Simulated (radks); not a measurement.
Problem. The cerium ion Ce+, configuration [Xe] 4f2 6s1 (not the ground configuration). Method: scalar-relativistic Kohn-Sham, r2SCAN, spin-polarised, spherical densities, finite nucleus; open shells are filled with parallel spins first (spin-orbit coupling, left out, can overturn this in heavy ions); meta-GGA in the generalised Kohn-Sham scheme; Fermi nuclear charge, rms radius 4.8771 fm; computed with a radial shooting solver on a logarithmic mesh with Libxc functionals. Some entries of the table are withheld. Estimate them.

orbital  occ.  eigenvalue (hartree)  <1/r> (bohr^-1)  r(max) (bohr)
1s up       1             -1482.209            63.33        0.01574
1s down     1             -1482.209            63.33        0.01574
2s down     1             -238.0010            14.62        0.08902
2s up       1             -238.0006            14.62        0.08902
2p down     3             -213.0360            13.83        0.07169
2p up       3             -213.0359            13.83        0.07169
3s up       1             -51.46478            5.316         0.2543
3s down     1             -51.44508            5.318         0.2542
3p up       3             -43.47872            5.027         0.2490
3p down     3             -43.45888            5.029         0.2489
3d up       5             -32.14435            4.760         0.2055
3d down     5             -32.12854            4.762         0.2054
4s up       1             -10.51623            2.200         0.5938
4s down     1             -10.45462            2.201         0.5935
4p up       3              -7.90239            2.029         0.6200
4p down     3              -7.83871            2.030         0.6196
4d up       5              -4.13091            1.764         0.6541
4d down     5              -4.06383            1.765         0.6537
5s up       1              -1.64634           0.8522          1.389
5s down     1              -1.60282           0.8420          1.397
5p up       3                   (1)           0.7244          1.569
5p down     3                   (2)           0.7173          1.581
6s up       1                   (3)           0.3007          3.733
4f up       2              -0.23517            1.122         0.7256

Solution. 
(1) 5p up eigenvalue (hartree): -1.01164
(2) 5p down eigenvalue (hartree): -0.97684
(3) 6s up eigenvalue (hartree): -0.30832
